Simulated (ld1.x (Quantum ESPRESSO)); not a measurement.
**Cr: one change to an RRKJ potential, before and after**

```
Element                 : Cr
Generator               : ld1.x (Quantum ESPRESSO) 7.5
Type                    : norm-conserving RRKJ (Kleinman–Bylander form)
Functional              : PBE
Relativity              : scalar-relativistic
Frozen core             : [Ne] 3s2
Valence charge          : 12
Reference configuration : 3p6 3d5 4s1 4p0
Partial waves           : 4s (bound): rc 2.90 bohr; 3p (bound): rc 1.40 bohr; 3d (bound): rc 1.90 bohr
Local potential         : all-electron potential smoothed inside 1.20 bohr (lloc = -1)
Core correction         : none
rho0                    : 0.01
```

Change: all radii scaled by about 0.84 (s 2.44, p 1.18, d 1.60 bohr); local potential all-electron potential smoothed inside 1.00 bohr (lloc = -1).

Cutoffs: the cutoffs (Ry, on a coarse ladder) from which the occupation-weighted sum of valence levels, in a spherical-Bessel basis at the reference potential, stays within 10 and 1 mRy of its value at 400 Ry; they do not see the model core or the augmentation charge, which bear on the density cutoff. Errors are all-electron minus pseudo energies relative to the spin-unpolarised reference configuration.

Task: What does the change do?

Result: The potential gets harder (50 Ry and 70 Ry → 80 Ry and 110 Ry); both files keep a bound ghost (s); of the 7 tests that both files solve, the error grows in 0 and shrinks in 6 by more than 15 % and 0.3 meV (median size 32.5 → 19.8 meV). A smaller radius makes the pseudo-wave follow the all-electron one further in, where it bends more sharply, so more plane waves are needed. Less of the atom is replaced, so other configurations are described better.

```tsv
quantity	base	changed
cutoff, loose	50 Ry	80 Ry
cutoff, tight	70 Ry	110 Ry
loose cutoff by channel (10 mRy a level)	s 15 Ry, p 45 Ry, d 40 Ry	s 18 Ry, p 45 Ry, d 55 Ry
bound ghosts	s	s
error for 3p6 3d5 4s0 4p0, meV [ΔE 6.90 eV]	+11	-0.6
error for 3p6 3d4 4s0 4p0, meV [ΔE 22.95 eV]	-20	+20
error for 3p6 3d3 4s0 4p0, meV [ΔE 53.70 eV]	+127	+101
error for 3p6 3d4 4s1 4p0, meV [ΔE 7.99 eV]	+33	+7.7
error for 3p5 3d5 4s1 4p0, meV [ΔE 51.51 eV]	-319	-136
error for 3p6 3d6 4s0 4p0, meV [ΔE 1.73 eV]	+14	-10.0
error for 3p6 3d2 4s0 4p0, meV [ΔE 102.06 eV]	+988	+454
```

 A true bound ghost makes a file unfit for plane-wave use even where its test errors are small: the radial tests pick states by their node count and pass the ghost by.
